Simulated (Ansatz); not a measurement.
The lowest singlet and triplet of CH2O (SMILES C=O); geometries from B3LYP-D3(BJ)/def2-TZVP, each state relaxed from the structure named, with no frequency check.
Singlet (charge 0, multiplicity 1):
```xyz
4

C     -0.517     0.098     0.000
O      0.661    -0.126    -0.001
H     -1.269    -0.714     0.001
H     -0.919     1.130     0.001
```

A positive gap puts the triplet lower; no zero-point energy. R- takes a restricted singlet. The triplet is unrestricted in single-reference levels. Active spaces average the two states.

Frozen-core correlation.

Codes used: Ansatz (an electronic-structure program). Each number belongs to the level named beside it.

### Question
Predict the gap E(singlet) − E(triplet), vertical, at the singlet's geometry from FIC-MRCISD+Q on SA-CASSCF(4,3)/cc-pVQZ.

### Answer
-359 kJ/mol

### Question
What is the computed gap E(singlet) − E(triplet), vertical, at the singlet's geometry (R-SCS-MP2/cc-pVQZ)?

### Answer
-395 kJ/mol

### Question
What is the computed gap E(singlet) − E(triplet), vertical, at the singlet's geometry (SC-NEVPT2 on SA-CASSCF(4,3)/cc-pVQZ)?

### Answer
-365 kJ/mol
